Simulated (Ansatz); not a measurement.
`NB(F)O[SiH3]` + H–F → `NB(F)F` + `O[SiH3]` at 400 K and 1 bar (ligand exchange at a B–O bond).

Program: Ansatz. Geometries: PBE0-D4/def2-TZVP. ΔE: electronic, gas phase. CCSD(T)/CBS adds triple-zeta CCSD(T) − MP2 to the extrapolated MP2 energy (def2 sets, frozen cores). This one scheme is used for every species. Each species was taken in one conformer, which may not be the lowest.

```tsv
species	CCSD(T)/CBS energy (Eh)	H − E (kJ/mol)	S (J/(mol·K))
`NB(F)O[SiH3]`	-546.75004	201.5	384.3
H–F	-100.39570	36.5	182.2
`NB(F)F`	-280.46129	117.6	292.4
`O[SiH3]`	-366.69042	120.0	276.4
```

H − E and S are ideal-gas, rigid-rotor, harmonic terms from PBE0-D4/def2-TZVP, for one conformer and one mirror image of each species. 1 Eh = 2625.50 kJ/mol, R = 8.31446 J/(mol·K).

Task: By hand: ΔE, ΔH, ΔS and ΔG.

Result: ΔE = (-280.46129) + (-366.69042) − (-546.75004) − (-100.39570) = -0.00597 Eh = -15.7 kJ/mol. Δ(H − E) = 117.6 + 120.0 − 201.5 − 36.5 = -0.4, so ΔH = -16.1 kJ/mol. ΔS = 292.4 + 276.4 − 384.3 − 182.2 = 2.3 J/(mol·K). ΔG = -16.1 − 400 × (2.3)/1000 = -17.0 kJ/mol.

Task: By hand: the equilibrium constant, and the temperature at which ΔG would vanish if ΔH and ΔS stayed fixed.

Result: log₁₀ K = −ΔG/(RT ln 10) = 2.2. ΔH and −TΔS have one sign here, so there is no such temperature. One of them is within its doubt of zero, so this could turn.

The number of gas molecules stays the same, so ΔS is small and ΔH decides. A doubt of 5 kJ/mol in ΔE shifts log₁₀ K by 0.7 here. Other conformers and mirror images would add mixing entropy, several J/(mol·K) or more a flexible species. Modes under 60 cm⁻¹, often nearly free rotors, make the harmonic entropy too high. These are equilibria of isolated gas molecules and say nothing of rates. Largest T1 diagnostic: 0.011 (customary marks: 0.02 for closed shells, 0.045 for open ones).
